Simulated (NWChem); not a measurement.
System meant: CHAlFNO; SMILES [F][AlH][N]=C=O

Input file for NWChem:

```
start job
memory heap 200 mb stack 900 mb global 1100 mb
geometry units angstroms noautoz
  Al     0.523655     1.170590    -0.002134
  F     -0.784450     2.212928     0.000602
  H      1.990780     1.738803    -0.003878
  N      0.178720    -0.572115     0.000633
  C     -0.097902    -1.754461     0.000514
  O     -0.357741    -2.906189     0.000159
end
basis spherical
  * library def2-svp
end
dft
  xc xpbe96 cpbe96
  iterations 4
  mulliken
end
task dft energy
```

End of the output:

```
    Atom       Charge   Shell Charges
 -----------   ------   -------------------------------------------------------
    1 Al  13    12.51   2.00  1.93  0.55  0.26  5.81  0.92  0.56  0.49
    2 F    9     9.17   1.98  1.01  0.77  3.16  2.25  0.00
    3 H    1     1.12   0.62  0.49  0.01
    4 N    7     7.21   1.97  0.75  0.46  2.25  1.74  0.03
    5 C    6     5.87   1.96  0.60  0.26  1.78  1.01  0.25
    6 O    8     8.11   1.97  0.93  0.64  2.71  1.83  0.03

 center of mass
 --------------
 x =  -0.04792390 y =   0.03467014 z =   0.00000000

 moments of inertia (a.u.)
 ------------------
        1106.077441437040           0.000000000000           0.000000000000
           0.000000000000          91.118413297345           0.000000000000
           0.000000000000           0.000000000000        1197.195854734386

     Multipole analysis of the density
     ---------------------------------

     L   x y z        total         alpha         beta         nuclear
     -   - - -        -----         -----         ----         -------
     0   0 0 0     -0.000000    -22.000000    -22.000000     44.000000

     1   1 0 0      0.478962      0.239481      0.239481      0.000000
     1   0 1 0      0.518997      0.259498      0.259498      0.000000
     1   0 0 1     -0.000000     -0.000000     -0.000000      0.000000

     2   2 0 0    -26.065564    -38.501886    -38.501886     50.938208
     2   1 1 0      0.663056     -3.822618     -3.822618      8.308293
     2   1 0 1      0.000000      0.000000      0.000000      0.000000
     2   0 2 0    -32.411011   -289.966054   -289.966054    547.521097
     2   0 1 1     -0.000000     -0.000000     -0.000000      0.000000
     2   0 0 2    -21.865169    -10.932585    -10.932585      0.000000

 ------------------------------------------------------------------------
 dft energy failed                                                                                  0
 ------------------------------------------------------------------------
 ------------------------------------------------------------------------
  current input line :
    19: task dft energy
 ------------------------------------------------------------------------
 ------------------------------------------------------------------------
 This type of error is most commonly associated with calculations not reaching convergence criteria
 ------------------------------------------------------------------------
 For more information see the NWChem manual at https://nwchemgit.github.io

0:dft energy failed:Received an Error in Communication
```

Question: Find the fault in this run and fix the input.

Answer: Convergence was not reached. Cause: the SCF was allowed too few iterations. This input runs:
```
start job
memory heap 200 mb stack 900 mb global 1100 mb
geometry units angstroms noautoz
  Al     0.523655     1.170590    -0.002134
  F     -0.784450     2.212928     0.000602
  H      1.990780     1.738803    -0.003878
  N      0.178720    -0.572115     0.000633
  C     -0.097902    -1.754461     0.000514
  O     -0.357741    -2.906189     0.000159
end
basis spherical
  * library def2-svp
end
dft
  xc xpbe96 cpbe96
  iterations 150
  mulliken
end
task dft energy
```
It converges to -510.38873 Ha (PBE/def2-SVP).
